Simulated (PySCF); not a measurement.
Start geometry of `c1cc(=O)cccc1` from GFN2-xTB (Å):
```
atom  x, y, z in Å
O1     1.9235   -2.1690   -0.1150
C2     1.1109   -1.2527   -0.0666
C3     1.5905    0.1272   -0.0482
C4     0.9270    1.3027    0.0005
C5    -0.4711    1.5534    0.0487
C6    -1.4858    0.6531    0.0599
C7    -1.4037   -0.7654    0.0251
C8    -0.3161   -1.5644   -0.0288
H9     2.6737    0.1676   -0.0794
H10    1.5391    2.1979    0.0036
H11   -0.7452    2.6006    0.0808
H12   -2.4925    1.0502    0.1001
H13   -2.3653   -1.2663    0.0456
H14   -0.4856   -2.6353   -0.0484
```

Q: What comes out of this run: PBE0/def2-SVP geometry optimisation, gas phase (PySCF 2.14.0)?

A: 
```
atom  x, y, z in Å
O1     1.8521   -2.1187   -0.0931
C2     1.0315   -1.2112   -0.0878
C3     1.5005    0.1828   -0.0980
C4     0.8182    1.3585   -0.0656
C5    -0.5924    1.6058   -0.0179
C6    -1.6040    0.6925   -0.0065
C7    -1.5026   -0.7365   -0.0395
C8    -0.4033   -1.5359   -0.0766
H9     2.5935    0.2316   -0.1317
H10    1.4376    2.2614   -0.0772
H11   -0.8827    2.6602    0.0092
H12   -2.6228    1.0895    0.0288
H13   -2.4643   -1.2601   -0.0334
H14   -0.5650   -2.6184   -0.0961
```

The energy falls by 2.9 kJ/mol over 5 energy and gradient evaluations, the largest force component goes from 0.0075 to 2.4e-04 Eh/bohr, and the atoms move by 0.023 Å rms after alignment. Among the bonds, C4–C5, C6–C7, C4–H10, C5–H11, C6–H12 and C7–H13 change most and about equally (+0.011 to +0.012 Å). Bonds longer at the end by more than 0.005 Å: 13 of 14; shorter: 0. Rotational constants go from 3778, 2046, 1327 to 3741, 2019, 1311 MHz. The orientation of the end geometry is arbitrary; only internal coordinates are fixed.

The run used 142 basis functions and 36 SCF cycles in all.

Stationary, but not proved a minimum.
